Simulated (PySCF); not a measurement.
Job file and geometry (Å, from PBE0-D3(BJ)/def2-SVP) of an NMR shielding run on C3H10AlNO, GIAO HF/pcSseg-2 NMR shielding, non-relativistic, gas phase (PySCF); density fitting, a coarse starting grid and PySCF grid level 2 are the driver's defaults:

```
$ OMP_NUM_THREADS=1 python probes_run.py task.json out

{"job": {"kind": "nmr", "xc": "HF", "basis": "pcSseg-2", "pop": false}, "charge": 0, "multiplicity": 1}
C     -1.518686     0.805070    -0.571973
O     -0.736496    -0.371176    -0.584377
C     -1.486581    -1.561007    -0.446809
Al     1.084842    -0.273875     0.441505
C      2.013545     1.254267    -0.396714
N      2.848893     0.807274     0.472265
H     -2.052883     0.910951     0.387552
H     -0.830803     1.650194    -0.701122
H     -2.242426     0.785637    -1.403078
H     -2.203386    -1.653079    -1.278741
H     -2.030216    -1.573430     0.513579
H     -0.773855    -2.394699    -0.475086
H      1.489625    -1.754113    -0.007413
H      0.365254     0.027458     1.843654
H      2.262368     2.110639    -1.053258
H      3.776303     1.233542     0.582342
```

Question: Write the output of this run.

Answer: 
```
final grid: 121440 points
cycle   1  E = -490.6132330159  dE =  6.803e-01  |g| = 5.628e-01  |ddm| = 2.632e+00
cycle   2  E = -490.6966700482  dE = -8.344e-02  |g| = 2.462e-01  |ddm| = 5.139e-01
cycle   3  E = -490.7090501060  dE = -1.238e-02  |g| = 7.633e-02  |ddm| = 1.746e-01
cycle   4  E = -490.7106074336  dE = -1.557e-03  |g| = 2.041e-02  |ddm| = 7.994e-02
cycle   5  E = -490.7107191345  dE = -1.117e-04  |g| = 3.675e-03  |ddm| = 2.084e-02
cycle   6  E = -490.7107265880  dE = -7.454e-06  |g| = 1.311e-03  |ddm| = 8.221e-03
cycle   7  E = -490.7107273200  dE = -7.320e-07  |g| = 4.761e-04  |ddm| = 2.635e-03
cycle   8  E = -490.7107274266  dE = -1.066e-07  |g| = 1.742e-04  |ddm| = 9.229e-04
cycle   9  E = -490.7107274422  dE = -1.568e-08  |g| = 4.600e-05  |ddm| = 3.470e-04
cycle  10  E = -490.7107274448  dE = -2.556e-09  |g| = 2.106e-05  |ddm| = 1.074e-04
cycle  11  E = -490.7107274455  dE = -6.885e-10  |g| = 7.088e-06  |ddm| = 6.316e-05
converged SCF energy = -490.7107274455

GIAO shielding tensors (ppm)
atom      isotropic    diamagn.    paramagn.     s11        s22        s33       span
  0 C      135.916     237.233    -101.317    109.638    112.360    185.749     76.110
  1 O      341.529     399.692     -58.164    321.201    333.734    369.651     48.451
  2 C      136.694     236.272     -99.577    110.163    112.318    187.603     77.440
  3 Al     540.306     791.484    -251.178    451.319    498.076    671.523    220.204
  4 C      -71.137     255.991    -327.128   -280.786    -97.956    165.331    446.117
  5 N     -100.709     321.437    -422.146   -368.852   -192.358    259.083    627.935
  6 H       28.601      30.042      -1.441     25.270     26.490     34.043      8.773
  7 H       27.655      30.208      -2.553     23.362     26.304     33.299      9.936
  8 H       28.601      28.959      -0.358     25.028     26.261     34.513      9.485
  9 H       28.697      28.240       0.458     24.910     26.494     34.688      9.778
 10 H       28.675      29.310      -0.635     25.277     26.415     34.333      9.056
 11 H       27.523      28.817      -1.294     23.071     26.519     32.979      9.908
 12 H       28.336      31.048      -2.712     24.636     28.191     32.179      7.544
 13 H       28.412      31.236      -2.824     25.162     28.009     32.064      6.901
 14 H       20.409      30.034      -9.625     12.301     24.102     24.824     12.523
 15 H       20.082      29.056      -8.974     15.806     21.850     22.589      6.783
```

Size and cost of the density-fitted run: 363 basis functions, 78 s wall time on 1 thread of an Arm Neoverse N1, shared host; peak memory 1.5 GiB.
